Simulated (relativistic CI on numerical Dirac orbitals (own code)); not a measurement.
Sensitivity of the levels of Tm44+ to α and to the nuclear radius

These numbers are calculated, not measured: Dirac-Coulomb-Breit CI, separate exchange-only KLI orbitals for each configuration, derivatives by finite differences, unscaled Slater integrals, QED left out (own radial code, finite nucleus).

Configuration list (outside the closed core [Ne]): 3s²3p⁶3d⁷, 3s²3p⁵3d⁸, 3s²3p⁴3d⁹, 3s3p⁶3d⁸, 3p⁶3d⁹, 3s3p⁵3d⁹, 3s²3p⁶3d⁶4s, 3s²3p⁶3d⁶4p. Levels of other configurations are missing.

With x = (α/α₀)² − 1 an excitation energy changes as ω = ω₀ + qx; K = 2q/ω₀ is the relative enhancement. Terms are leading LS components, so labels can repeat. The field-shift factor is F = δν/δ⟨r²⟩ for the transition from the lowest level.

Lowest level 3s²3p⁶3d⁷ ⁴F9/2.

```csv
Level,ω₀ (cm⁻¹),q (cm⁻¹),F (GHz/fm²)
3s²3p⁶3d⁷ ²P3/2,91930,5799,-0.29
3s²3p⁶3d⁷ ²D5/2,139661,24240,0.7
3s²3p⁶3d⁷ ⁴F7/2,368761,399800,7.73
3s²3p⁶3d⁷ ²H9/2,424042,384700,7.74
3s²3p⁶3d⁷ ⁴P3/2,440933,406100,7.97
3s²3p⁶3d⁷ ⁴P5/2,456820,410400,8.17
3s²3p⁶3d⁷ ⁴P1/2,468310,399300,7.44
3s²3p⁶3d⁷ ²H11/2,486734,384700,8.16
3s²3p⁶3d⁷ ²F7/2,531716,407600,8.27
3s²3p⁶3d⁷ ²F5/2,572356,385800,8.07
3s²3p⁶3d⁷ ²D3/2,699330,415400,9.2
3s²3p⁶3d⁷ ⁴F5/2,794864,786500,15.3
3s²3p⁶3d⁷ ⁴P3/2,823752,790200,15.1
3s²3p⁶3d⁷ ²H9/2,861696,784600,15.8
3s²3p⁶3d⁷ ²P1/2,863524,797700,15.1
3s²3p⁶3d⁷ ²F7/2,887777,771600,15.3
3s²3p⁶3d⁷ ²D5/2,1067732,789300,16.3
3s²3p⁶3d⁷ ²D3/2,1262693,1.184e+06,22.9
3s²3p⁵3d⁸ ⁴G°11/2,2873547,504000,24
3s²3p⁵3d⁸ ²D°5/2,2964482,506300,22.2
3s²3p⁵3d⁸ ²F°7/2,2970833,510300,21.8
3s²3p⁵3d⁸ ⁴F°9/2,3028370,503700,24.1
3s²3p⁵3d⁸ ²P°1/2,3110803,522300,24.5
```

At this charge energies of transitions that change n are usually good to better than 1 %, and those within a shell (Δn = 0) to a few per cent.

Which transition from the lowest level has the largest |K|?

3s²3p⁶3d⁷ ⁴F7/2 at 368761 cm⁻¹, K = 2.17.
